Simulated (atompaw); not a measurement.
**sulfur (S): one change to a PAW (atompaw) potential, before and after**

atompaw 4.2.0.5 input, output lines left out:

```
S 16
GGA-PBE loggrid 1500 logderivrange -3 5 201
3 3 0 0 0 0
3 0 1
3 1 5
0 0 0
c
c
v
c
v
2
1.50 1.10 1.05 0.80
y
-0.15
n
y
2.05
n
y
0.3
y
1.95
n
custom rrkj gramschmidtortho sinc
3 0 troulliermartins
1.50
1.50
1.25
1.25
1.40
1.50
```

Change: all radii scaled by about 1.28 (s 1.92, p 1.60, d 1.80 bohr); local potential troulliermartins scheme with l = 3 at 0 Ry, radius 1.34 bohr; augmentation sinc compensation charge, radius 1.40 bohr; PAW radius 1.92 bohr; waves and projectors: custom rrkj gramschmidtortho; core correction smooth core density matched at 1.02 bohr.

Cutoffs: the cutoffs (Ry, on a coarse ladder) from which the occupation-weighted sum of valence levels, in a spherical-Bessel basis at the reference potential, stays within 10 and 1 mRy of its value at 400 Ry; they do not see the model core or the augmentation charge, which bear on the density cutoff.

Problem. What does the change do?

Solution. The potential gets softer (25 Ry and 35 Ry → 18 Ry and 30 Ry); neither file shows a bound ghost. A larger radius leaves more room for a smooth pseudo-wave, so fewer plane waves are needed.

| quantity | base | changed |
| --- | --- | --- |
| cutoff, loose | 25 Ry | 18 Ry |
| cutoff, tight | 35 Ry | 30 Ry |
| loose cutoff by channel (10 mRy a level) | s 6 Ry, p 10 Ry | s 8 Ry, p 15 Ry |
| bound ghosts | none | none |
| lowest overlap eigenvalue by channel | s 0.36, p 0.74, d 0.12 | s 0.33, p 0.74, d 0.83 |

 The cutoffs see the waves, projectors and local potential, not the compensation charge or the core.
